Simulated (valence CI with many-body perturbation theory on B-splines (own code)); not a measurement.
Results of a calculation; reference values are marked as such.
Level structure of Sm XXX

Level of theory: valence CI with perturbative core correlation (CI+MBPT): five valence electrons over a frozen Dirac-Fock core [Ar] 3d10, a basis of 9 s, 9 p, 8 d, 6 f, 3 g, 1 h functions for each j, with the one-electron correlation potential Σ1 (screened to all orders), the two-electron term Σ2, the three-electron term Σ3, Breit, model QED; selected single and double excitations, second order for the rest (own B-spline code, finite nucleus).

No measured spectrum was set against this ion. As an estimate, large intervals hold to a few tenths of a per cent, small ones and those within an open d or f shell to about a per cent. Among the levels kept, up to 260 cm⁻¹ of a level comes from second order outside the variational space, and about a tenth of that is noise between levels of different J, which matters for small intervals.

Levels 1 to 45 of 49, with energies above the lowest level, (4s^2 4p1/2^2 4p3/2) J=3/2. "Leading %" is the weight of the configuration and term that name the level; weights of strongly mixed levels are sums over their largest components and can fall short. In the jj column 3d3/2^4 stands for four electrons in 3d with j = 3/2.

```
No.  Configuration  Term    J  E (eV)  Leading %    Second component      g                     Leading jj
  1        4s2 4p3   2P°  3/2    0.00         43    32 % 4s2 4p3 4S°  1.412      4s^2 4p1/2^2 4p3/2 (98 %)
  2        4s2 4p3   4S°  3/2   31.75         52    46 % 4s2 4p3 2D°  1.432      4s^2 4p1/2 4p3/2^2 (98 %)
  3        4s2 4p3   2D°  5/2   35.87         98                      1.197      4s^2 4p1/2 4p3/2^2 (98 %)
  4        4s2 4p3   2P°  1/2   41.08         98                      0.662      4s^2 4p1/2 4p3/2^2 (98 %)
  5        4s2 4p3   2P°  3/2   73.45         54    28 % 4s2 4p3 2D°  1.284            4s^2 4p3/2^3 (97 %)
  6         4s 4p4    4P  5/2   99.10         73      19 % 4s 4p4 2D  1.508      4s 4p1/2^2 4p3/2^2 (90 %)
  7         4s 4p4    2D  3/2  107.42         19      17 % 4s 4p4 2P  1.064      4s 4p1/2^2 4p3/2^2 (47 %)
  8         4s 4p4    2S  1/2  111.21         48      41 % 4s 4p4 4P  2.236      4s 4p1/2^2 4p3/2^2 (87 %)
  9     4s2 4p2 4d    4F  3/2  117.03         29      17 % 4s 4p4 4P  0.937      4s^2 4p1/2^2 4d3/2 (51 %)
 10     4s2 4p2 4d    4F  5/2  124.78         27  26 % 4s2 4p2 4d 4D  1.190      4s^2 4p1/2^2 4d5/2 (86 %)
 11         4s 4p4    4P  3/2  133.93         55      23 % 4s 4p4 2D  1.431        4s 4p1/2 4p3/2^3 (79 %)
 12         4s 4p4    2D  5/2  138.83         56      16 % 4s 4p4 4P  1.261        4s 4p1/2 4p3/2^3 (71 %)
 13     4s2 4p2 4d    2P  3/2  141.53         25  25 % 4s2 4p2 4d 4F  1.014  4s^2 4p1/2 4p3/2 4d3/2 (70 %)
 14     4s2 4p2 4d    4D  1/2  141.63         46  17 % 4s2 4p2 4d 2P  0.690  4s^2 4p1/2 4p3/2 4d3/2 (68 %)
 15     4s2 4p2 4d    2F  5/2  144.20         54  36 % 4s2 4p2 4d 4F  0.957  4s^2 4p1/2 4p3/2 4d3/2 (80 %)
 16     4s2 4p2 4d    2G  7/2  147.21         37  32 % 4s2 4p2 4d 4F  1.083  4s^2 4p1/2 4p3/2 4d3/2 (88 %)
 17     4s2 4p2 4d    4D  1/2  149.65         39      26 % 4s 4p4 2P  0.892        4s 4p1/2 4p3/2^3 (43 %)
 18     4s2 4p2 4d    4D  7/2  150.93         48  33 % 4s2 4p2 4d 4F  1.312  4s^2 4p1/2 4p3/2 4d5/2 (98 %)
 19         4s 4p4    2P  3/2  152.74         32  24 % 4s2 4p2 4d 4D  1.111        4s 4p1/2 4p3/2^3 (48 %)
 20     4s2 4p2 4d    2G  9/2  155.27         53  46 % 4s2 4p2 4d 4F  1.212  4s^2 4p1/2 4p3/2 4d5/2 (97 %)
 21     4s2 4p2 4d    4P  5/2  156.74         38  18 % 4s2 4p2 4d 4F  1.252  4s^2 4p1/2 4p3/2 4d5/2 (54 %)
 22     4s2 4p2 4d    2P  3/2  157.77         30  25 % 4s2 4p2 4d 4D  1.132  4s^2 4p1/2 4p3/2 4d3/2 (45 %)
 23     4s2 4p2 4d    4P  1/2  161.44         38  32 % 4s2 4p2 4d 2S  2.007  4s^2 4p1/2 4p3/2 4d3/2 (80 %)
 24     4s2 4p2 4d    4D  5/2  161.56         38  20 % 4s2 4p2 4d 2D  1.229  4s^2 4p1/2 4p3/2 4d5/2 (42 %)
 25     4s2 4p2 4d    2P  3/2  163.07         42  33 % 4s2 4p2 4d 4P  1.476  4s^2 4p1/2 4p3/2 4d5/2 (45 %)
 26     4s2 4p2 4d    2G  7/2  164.27         40  33 % 4s2 4p2 4d 2F  1.075  4s^2 4p1/2 4p3/2 4d5/2 (77 %)
 27     4s2 4p2 4d    2D  5/2  168.25         53  28 % 4s2 4p2 4d 2F  1.158  4s^2 4p1/2 4p3/2 4d5/2 (72 %)
 28     4s2 4p2 4d    2D  3/2  168.51         71   9 % 4s2 4p2 4d 2P  0.854  4s^2 4p1/2 4p3/2 4d5/2 (76 %)
 29     4s2 4p2 4d    2P  1/2  171.69         71  11 % 4s2 4p2 4d 2S  1.025  4s^2 4p1/2 4p3/2 4d5/2 (72 %)
 30         4s 4p4    2P  1/2  180.29         32  22 % 4s2 4p2 4d 2S  1.549              4s 4p3/2^4 (54 %)
 31     4s2 4p2 4d    2F  7/2  188.07         47  41 % 4s2 4p2 4d 4D  1.261      4s^2 4p3/2^2 4d5/2 (96 %)
 32     4s2 4p2 4d    2P  1/2  189.37         57  25 % 4s2 4p2 4d 4P  1.137      4s^2 4p3/2^2 4d3/2 (70 %)
 33     4s2 4p2 4d    4F  9/2  189.55         52  46 % 4s2 4p2 4d 2G  1.228      4s^2 4p3/2^2 4d5/2 (96 %)
 34     4s2 4p2 4d    2D  3/2  190.23         41  26 % 4s2 4p2 4d 4P  1.155      4s^2 4p3/2^2 4d3/2 (87 %)
 35     4s2 4p2 4d    2D  5/2  190.93         34  18 % 4s2 4p2 4d 4P  1.211      4s^2 4p3/2^2 4d3/2 (76 %)
 36     4s2 4p2 4d    2F  7/2  194.49         71  19 % 4s2 4p2 4d 2G  1.099      4s^2 4p3/2^2 4d3/2 (84 %)
 37     4s2 4p2 4d    2D  3/2  198.82         54  28 % 4s2 4p2 4d 2P  0.983      4s^2 4p3/2^2 4d3/2 (73 %)
 38     4s2 4p2 4d    2D  5/2  199.76         80  12 % 4s2 4p2 4d 4D  1.204      4s^2 4p3/2^2 4d5/2 (96 %)
 39     4s2 4p2 4d    2S  1/2  204.79         29  18 % 4s2 4p2 4d 4P  1.784      4s^2 4p3/2^2 4d5/2 (45 %)
 40     4s2 4p2 4d    2D  3/2  207.21         54  20 % 4s2 4p2 4d 2P  1.083      4s^2 4p3/2^2 4d5/2 (79 %)
 41      4s 4p3 4d   6D°  5/2  209.45         37  20 % 4s 4p3 4d 4F°  1.363  4s 4p1/2^2 4p3/2 4d3/2 (85 %)
 42      4s 4p3 4d   6D°  3/2  209.58         41  14 % 4s 4p3 4d 4P°  1.479  4s 4p1/2^2 4p3/2 4d3/2 (82 %)
 43      4s 4p3 4d   6D°  1/2  209.71         52  34 % 4s 4p3 4d 4P°  2.772  4s 4p1/2^2 4p3/2 4d3/2 (86 %)
 44     4s2 4p2 4d    2D  5/2  210.22         53  34 % 4s2 4p2 4d 2F  1.122      4s^2 4p3/2^2 4d5/2 (84 %)
 45      4s 4p3 4d   6D°  7/2  210.98         39  21 % 4s 4p3 4d 4F°  1.384  4s 4p1/2^2 4p3/2 4d3/2 (66 %)
```

The ionisation energy to 4s2 4p2 3P_0 of the next ion comes out as 1103.9 eV (NIST: 1103 ± 4 eV (theoretical)). All 49 levels together are meant to be complete up to 222.81 eV.
